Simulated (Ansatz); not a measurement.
Cartesian coordinates in Å:
```
C 0.9286 -0.8420 -0.1789
C 0.1088 0.1570 0.1812
O 0.4260 1.1068 1.0943
B -1.2839 0.2368 -0.4827
Cl -2.4073 1.5005 -0.0809
H 0.6007 -1.5621 -0.9152
H 1.9245 -0.9686 0.2388
H 1.3137 0.9479 1.4320
H -1.6110 -0.5762 -1.2887
```

The species carries charge 0 and has multiplicity 1.

Problem. List the PBE0/def2-TZVPP orbital energies in eV (the Gaussian-basis code of Ansatz). (Estimate.)

Solution. The calculation gave: Occupied: -2767.44, -523.65, -279.79, -278.57, -259.30, -197.57, -197.49, -197.42, -185.74, -29.92, -23.42, -21.56, -17.70, -14.93, -14.15, -12.90, -11.62, -11.28, -10.76, -10.29, -9.78, -8.53, -7.36. Lowest empty: -1.96, 0.88, 1.37, 1.83, 2.15, 2.75, 2.99, 3.44.
